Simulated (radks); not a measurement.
The numbers below are computed, except where a source is named.
Removal energies from the terbium ion Tb10+, [Kr] 4d10 4f(5/2: 5, 7/2: 0) 5s2 5p(1/2: 2, 3/2: 0), by Delta-SCF beside the eigenvalue of the level emptied. Code: a radial shooting solver on a logarithmic mesh with Libxc functionals. Model: Dirac Kohn-Sham, BLYP, spin-unpolarised, spherical densities, finite nucleus; Fermi nuclear charge, rms radius of each element as measured or else 0.836 A^(1/3) + 0.57 fm. Sub-shells are occupied by j as written (lower j first in brackets).

| removed from | final configuration | Delta-SCF (eV) | -eigenvalue (eV) |
|---|---|---|---|
| 5p1/2 | [Kr] 4d10 4f(5/2: 5, 7/2: 0) 5s2 5p(1/2: 1, 3/2: 0) | 184.00 | 174.87 |
| 4f5/2 | [Kr] 4d10 4f(5/2: 4, 7/2: 0) 5s2 5p(1/2: 2, 3/2: 0) | 193.06 | 178.38 |
| 5s1/2 | [Kr] 4d10 4f(5/2: 5, 7/2: 0) 5s1 5p(1/2: 2, 3/2: 0) | 209.07 | 199.45 |
| 4d5/2 | [Kr] 4d(3/2: 4, 5/2: 5) 4f(5/2: 5, 7/2: 0) 5s2 5p(1/2: 2, 3/2: 0) | 340.24 | 324.55 |
